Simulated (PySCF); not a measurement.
A species of formula C6H11F3NP has this rotational fingerprint, computed with PBE0/pcSseg-1 in PySCF (dipole) on a GFN2-xTB geometry, gas phase:

| Quantity | Value |
| --- | --- |
| Rotational constants | A = 1125, B = 928.0, C = 682.5 MHz |
| Dipole components | \|μa\| = 2.88 D, \|μb\| = 0.50 D, \|μc\| = 1.23 D |
| Inertial defect | -253.15 u·Å² |
| κ | 0.11 |

Question: Which candidate fits, each taken in the one conformer that was computed?
A. `[CH3:1][CH2:2][N:3]([CH2:4][CH3:5])/[P:6]=[CH:7]/[C:8]([F:9])([F:10])[F:11]` with C1–C2–N3–C4 71°, C2–N3–C4–C5 -101°, C2–N3–P6–C7 179°
B. `[CH2:1]=[CH:2][P@:3]([CH2:4][CH3:5])(=[N:6][CH3:7])[C:8]([F:9])([F:10])[F:11]` with C1–C2–P3–C4 -44°, C2–P3–C4–C5 -71°
C. `[CH3:1][N:2]=[P:3]1([C:4]([F:5])([F:6])[F:7])[CH2:8][CH2:9][CH2:10][CH2:11]1` with N2–P3–C8–C9 -121°, P3–C8–C9–C10 -37°, C8–C9–C10–C11 51°, C9–C10–C11–P3 -38°
D. `[CH3:1]/[CH:2]=[CH:3]/[P@:4]([CH3:5])(=[N:6][CH3:7])[C:8]([F:9])([F:10])[F:11]` with C2–C3–P4–C5 138°
E. `[CH2:1]=[CH:2][P:3]([CH2:4][N:5]([CH3:6])[CH3:7])[C:8]([F:9])([F:10])[F:11]` with C1–C2–P3–C4 -43°, C2–P3–C4–N5 79°, P3–C4–N5–C6 -165°

Answer: C. It is CN=P1(C(F)(F)F)CCCC1, an asymmetric top, point group C1. The candidates at the same level (rigid rotor, commonest isotopes):

| SMILES | A (MHz) | B (MHz) | C (MHz) | μa (D) | μb (D) | μc (D) | Δ (u·Å²) | point group | rotor |
| --- | --- | --- | --- | --- | --- | --- | --- | --- | --- |
| CCN(CC)/P=C/C(F)(F)F | 1862 | 461.8 | 418.9 | 5.63 | 0.96 | 0.64 | -159.25 | C1 | near-prolate asymmetric top |
| CN=P1(C(F)(F)F)CCCC1 | 1125 | 928.0 | 682.5 | 2.88 | 0.50 | 1.23 | -253.15 | C1 | asymmetric top |
| C=CP(CN(C)C)C(F)(F)F | 1462 | 616.7 | 539.3 | 2.84 | 0.23 | 0.51 | -228.02 | C1 | asymmetric top |
| C=C[P@](CC)(=NC)C(F)(F)F | 1030 | 866.0 | 706.9 | 1.67 | 2.21 | 1.52 | -359.07 | C1 | asymmetric top |
| C/C=C/[P@](C)(=NC)C(F)(F)F | 1098 | 724.6 | 587.7 | 1.77 | 0.02 | 2.33 | -297.83 | C1 | asymmetric top |

`C=CP(CN(C)C)C(F)(F)F` has B 34 % too low; `C=C[P@](CC)(=NC)C(F)(F)F` has A 8 % too low; `C/C=C/[P@](C)(=NC)C(F)(F)F` has B 22 % too low; `CCN(CC)/P=C/C(F)(F)F` has A 65 % too high. No structure here is proved a minimum.
